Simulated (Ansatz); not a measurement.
[TaO2Cl2]- (TaCl2O2⁻) was relaxed with PBE-D4 (def2-SVPD) in Ansatz in these states: charge -1 singlet, neutral doublet. The geometries follow in no particular order.

In the def2 sets Ta takes a core potential; there is no spin–orbit coupling.

A:

```tsv
atom	x (Å)	y (Å)	z (Å)
Ta1	0.0048	0.0002	-0.0116
O2	1.1048	1.1798	-0.8226
O3	-0.0617	-1.2011	-1.3575
Cl4	-2.0891	0.9473	0.3398
Cl5	1.0413	-0.9262	1.8519
```

B:

```tsv
atom	x (Å)	y (Å)	z (Å)
Ta1	0.032	0.096	0.002
O2	-0.356	1.366	-1.173
O3	1.080	0.841	1.222
Cl4	1.251	-1.662	-1.114
Cl5	-2.007	-0.641	1.063
```

Q: Judge from the bond lengths which geometry belongs to which state (an estimate).

A: A is the neutral doublet (Ta1–Cl4 2.325 Å, Ta1–Cl5 2.325 Å, Ta1–O2 1.805 Å); B is the charge -1 singlet (Ta1–Cl4 2.413 Å, Ta1–Cl5 2.413 Å, Ta1–O2 1.773 Å).
